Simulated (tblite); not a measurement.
Task: Write Cartesian coordinates for `O=C1CC[CH+][C](Cl)C1` [radical] as optimised with GFN2-xTB. (Charge +1 and doublet state.)

Result: 
```xyz
15
C6H7ClO angstrom
O     -0.446    1.646   -1.899
C     -0.311    1.089   -0.863
C     -1.378    0.284   -0.149
C     -0.892   -1.123    0.161
C      0.523   -1.238    0.531
C      1.413   -0.214    0.394
Cl     3.075   -0.483    0.638
C      1.004    1.133   -0.072
H     -2.285    0.262   -0.753
H     -1.589    0.823    0.779
H     -1.515   -1.565    0.951
H     -1.063   -1.794   -0.695
H      0.871   -2.210    0.850
H      0.801    1.796    0.778
H      1.789    1.601   -0.673
```

Orientation and origin are arbitrary. Atoms count from 1 in this order. C2 (carbon bonded to 2 C and O) is planar (angles 125.5°, 122.4° and 112.1°, sum 360.0°, 0.01 Å off the plane of its three neighbours). The 6 C–C bonds span 1.363 Å (C5–C6, drawn single) to 1.534 Å (C2–C8, drawn single), a spread of 0.171 Å. C5 (carbon bonded to 2 C and H) is planar (angles 123.1°, 119.6° and 117.1°, sum 359.8°, 0.03 Å off the plane of its three neighbours). C6 (carbon bonded to 2 C and Cl) is planar (angles 122.3°, 120.3° and 117.2°, sum 359.8°, 0.04 Å off the plane of its three neighbours).

Bonds between heavy atoms (Å): O1=C2 1.184, C2–C3 1.515, C3–C4 1.520, C4–C5 1.467, C5–C6 1.363, C6–Cl7 1.701, C6–C8 1.483, C2–C8 1.534.

The geometry is computed with GFN2-xTB (gas phase). This method treats the open shell by occupation alone, without spin polarisation.

Point group: C1 (no symmetry element, even within 0.4 Å). Its GFN2-xTB frequencies are all real (lowest 72 cm⁻¹). Torsions: O1–C2–C3–C4 125°, C2–C3–C4–C5 36°, C3–C4–C5–C6 -11°, C4–C5–C6–Cl7 -171°.

On Arm Neoverse V1, one thread, on a shared host, this took 0.74 s wall. These figures are those of the optimisation.

One conformer stands for the species.
